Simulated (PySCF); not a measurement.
## Ionising GeBi

PBE; PySCF, scalar-relativistic core potentials, basis sets Ge cc-pVDZ-PP with ECP10, Bi cc-pVDZ-PP with ECP60. Neutral (UKS): doublet (π ↑), Re = 2.565 Å, ωe = 238 cm⁻¹, De = 2.70 eV, HOMO -4.80 eV, LUMO -4.74 eV.

GeBi⁺ (UKS): triplet (π ↑↑), Re = 2.722 Å, ωe = 198 cm⁻¹. The energies at the minima are -509.24509 hartree for GeBi and -508.97079 for GeBi⁺.

**Question.** Work out the adiabatic ionisation energy, without and with harmonic zero-point energies (1 hartree = 27.2114 eV, 1 eV = 8065.5 cm⁻¹), and the change of the bond length.

**Answer.** At PBE: 0.27430 hartree = 7.464 eV between the minima; the zero-point term (198.0 − 238.0)/2 cm⁻¹ = -0.002 eV makes it 7.462 eV. Re changes by +15.7 pm against the neutral. The electron leaves a π orbital, and the longer bond of the ion fits a bonding orbital, or a change in how ionic the bond is.

Spin–orbit coupling is left out, which matters for elements this heavy, above all for dissociation energies. States were picked by a PBE0 search and need not be the measured ground states.
